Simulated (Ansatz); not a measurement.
Ansatz (a first-principles code) input (HF/6-31G* with LANL2DZ past Ar): The .json file joins the Basis Set Exchange's 6-31G* for atoms up to Ar and LANL2DZ past it.

Ansatz 0.2 input:
```yaml
crystal:
  periodic: [false, false, false]
  atoms:
    - {symbol: Hf, position_ang: [-0.06287415, -0.17083837, -0.11376389]}
    - {symbol: O, position_ang: [1.32928528, 0.96028108, -0.35393881]}
    - {symbol: O, position_ang: [-0.76341792, 0.57726423, 1.37781381]}
basis:
  gaussian:
    orbitals: 6-31Gs+LANL2DZ.json
hamiltonian:
  xc: {name: HF}
total_charge: 1
magnetization: {spin_polarized: true, initial_magnetization: 1}
phonons: {temperatures: {t_min: 298.15, t_max: 298.15, t_step: 100}}
```

Output:

```
WARN ansatz: RAYON_NUM_THREADS=1 ignored (pool sized by the plan → 1); use --threads N
Functional definition: HF
integrals: 0.01 GiB planned
566 factors; integrals over basis functions are off by at most 2.8e-4 eV
mean field: 0.12 GiB planned
mean field evaluation 1: about -5365.4999 eV, gradient 6.0e1 eV
mean field evaluation 2: about -5365.5369 eV, gradient 6.0e1 eV
mean field evaluation 4: about -5382.2522 eV, gradient 4.8e0 eV
mean field evaluation 8: about -5382.8228 eV, gradient 8.1e-1 eV
mean field evaluation 16: about -5382.9051 eV, gradient 2.9e-5 eV
mean field evaluation 32: about -5382.6895 eV, gradient 8.3e-1 eV
mean field evaluation 64: about -5382.8004 eV, gradient 6.4e-1 eV
mean field evaluation 96: about -5381.7730 eV, gradient 2.8e0 eV
mean field evaluation 128: about -5377.7283 eV, gradient 6.7e0 eV
mean field evaluation 160: about -5371.4906 eV, gradient 2.5e1 eV
mean field evaluation 192: about -5381.4262 eV, gradient 3.2e-1 eV
mean field evaluation 224: about -5378.5113 eV, gradient 3.1e0 eV
mean field evaluation 256: about -5374.4660 eV, gradient 2.9e0 eV
mean field evaluation 288: about -5382.8744 eV, gradient 5.3e-1 eV
mean field evaluation 320: about -5382.8604 eV, gradient 1.2e0 eV
mean field -5382.90511711 eV, -197.8181143895 hartree, gradient 2.1e-5 eV, S^2 1.121502; 4 other end points of the search recorded, 0 dependent functions left out
the calculation of the forces begins
reference -5382.90511711 eV, -197.8181143895 hartree; 14, 13 occupied and 38, 39 virtual orbitals, 566 factors
these checks for a lower state are left out or cut short: stability, starts, cluster_reference, orbital_swaps, neighbouring_geometries, increment
integrals: 0.01 GiB planned
566 factors; integrals over basis functions are off by at most 2.8e-4 eV
mean field: 0.12 GiB planned
mean field -5382.90509854 eV, -197.8181137073 hartree, gradient 2.5e-6 eV, S^2 1.119824; 0 other end points of the search recorded, 0 dependent functions left out
the calculation of the forces begins
reference -5382.90509854 eV, -197.8181137073 hartree; 14, 13 occupied and 38, 39 virtual orbitals, 566 factors
these checks for a lower state are left out or cut short: stability, starts, cluster_reference, orbital_swaps, neighbouring_geometries, increment
integrals: 0.01 GiB planned
566 factors; integrals over basis functions are off by at most 2.8e-4 eV
mean field: 0.12 GiB planned
mean field evaluation 352: about -5382.9051 eV, gradient 2.0e-6 eV
mean field -5382.90509740 eV, -197.8181136652 hartree, gradient 1.8e-6 eV, S^2 1.123077; 0 other end points of the search recorded, 0 dependent functions left out
the calculation of the forces begins
reference -5382.90509740 eV, -197.8181136652 hartree; 14, 13 occupied and 38, 39 virtual orbitals, 566 factors
these checks for a lower state are left out or cut short: stability, starts, cluster_reference, orbital_swaps, neighbouring_geometries, increment
integrals: 0.01 GiB planned
566 factors; integrals over basis functions are off by at most 2.8e-4 eV
mean field: 0.12 GiB planned
mean field -5382.90508463 eV, -197.8181131961 hartree, gradient 2.3e-6 eV, S^2 1.123670; 0 other end points of the search recorded, 0 dependent functions left out
the calculation of the forces begins
reference -5382.90508463 eV, -197.8181131961 hartree; 14, 13 occupied and 38, 39 virtual orbitals, 566 factors
these checks for a lower state are left out or cut short: stability, starts, cluster_reference, orbital_swaps, neighbouring_geometries, increment
integrals: 0.01 GiB planned
566 factors; integrals over basis functions are off by at most 2.8e-4 eV
mean field: 0.12 GiB planned
mean field -5382.90508561 eV, -197.8181132322 hartree, gradient 2.9e-6 eV, S^2 1.119201; 0 other end points of the search recorded, 0 dependent functions left out
the calculation of the forces begins
reference -5382.90508561 eV, -197.8181132322 hartree; 14, 13 occupied and 38, 39 virtual orbitals, 566 factors
these checks for a lower state are left out or cut short: stability, starts, cluster_reference, orbital_swaps, neighbouring_geometries, increment
integrals: 0.01 GiB planned
566 factors; integrals over basis functions are off by at most 2.8e-4 eV
mean field: 0.12 GiB planned
mean field -5382.90511510 eV, -197.8181143160 hartree, gradient 2.3e-6 eV, S^2 1.121836; 0 other end points of the search recorded, 0 dependent functions left out
the calculation of the forces begins
reference -5382.90511510 eV, -197.8181143160 hartree; 14, 13 occupied and 38, 39 virtual orbitals, 566 factors
these checks for a lower state are left out or cut short: stability, starts, cluster_reference, orbital_swaps, neighbouring_geometries, increment
integrals: 0.01 GiB planned
566 factors; integrals over basis functions are off by at most 2.8e-4 eV
mean field: 0.12 GiB planned
mean field evaluation 384: about -5382.9051 eV, gradient 1.4e-6 eV
mean field -5382.90511489 eV, -197.8181143080 hartree, gradient 1.8e-6 eV, S^2 1.121170; 0 other end points of the search recorded, 0 dependent functions left out
the calculation of the forces begins
reference -5382.90511489 eV, -197.8181143080 hartree; 14, 13 occupied and 38, 39 virtual orbitals, 566 factors
WARN: phonons: modes at or below zero, which the zero-point energy, F, S and C_V leave out: 1, the lowest at -520.41 cm⁻¹ …
Total energy: -5382.90511711 eV, -197.8181143895 hartree
Atom 0 at    -0.062874    -0.170838    -0.113764 Å, force     0.000015     0.000040     0.000027 eV/Å
Atom 1 at     1.329285     0.960281    -0.353939 Å, force     0.000038    -0.000012    -0.000051 eV/Å
Atom 2 at    -0.763418     0.577264     1.377814 Å, force    -0.000053    -0.000028     0.000024 eV/Å
Dipole moment:    -0.459638    -1.248903    -0.831664 e Å
Vibrations: -520.41 217.07 803.37 cm⁻¹, zero-point energy 0.063259 eV
```

The blocks after the first are displaced geometries, from whose forces the wavenumbers follow.

The dipole moment of an ion depends on the origin.

The determinant is spin-contaminated: <S^2> is 1.12 against 0.75 for a pure state.
